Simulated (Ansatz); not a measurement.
C2H6AlNS (`CC(=S)[NH][AlH2]`). Total charge 0; spin multiplicity 1. All single points use the PBE0-D4/def2-TZVP geometry.

```xyz
11

C    -1.409    0.130    0.404
C    -0.391   -0.968    0.324
S    -0.743   -2.511    0.759
N     0.838   -0.604   -0.130
Al    1.540    0.972   -0.678
H    -1.068    0.920    1.080
H    -1.559    0.590   -0.577
H    -2.356   -0.261    0.764
H     1.449   -1.414   -0.145
H     3.051    0.875   -1.118
H     0.649    2.271   -0.682
```

(1) What is the dipole moment at PBE/def2-TZVPP? (Estimate.)

(2) And with r2SCAN, B3LYP, ωB97M-V? (Estimate.)

(3) Give the Mulliken charges with PBE, ωB97M-V, B3LYP in def2-TZVPP. (Estimate.)

Results:

(1) Ansatz gave: 3.30 D, with components (1.21, 2.91, -0.98) D in this frame, pointing from negative to positive charge.

(2) Computed: r2SCAN 3.55 D, B3LYP 3.51 D, ωB97M-V 3.65 D.

(3) Computed: 
```
atom    PBE  ωB97M-V  B3LYP
  C1  -0.21    -0.32  -0.23
  C2   0.11     0.10   0.13
  S3  -0.30    -0.25  -0.30
  N4  -0.15    -0.22  -0.21
 Al5   0.33     0.38   0.42
  H6   0.10     0.13   0.10
  H7   0.10     0.12   0.10
  H8   0.10     0.12   0.11
  H9   0.14     0.12   0.14
 H10  -0.10    -0.09  -0.12
 H11  -0.10    -0.09  -0.12
```

B3LYP here is the variant with VWN-RPA as its local correlation; programs differ in this.
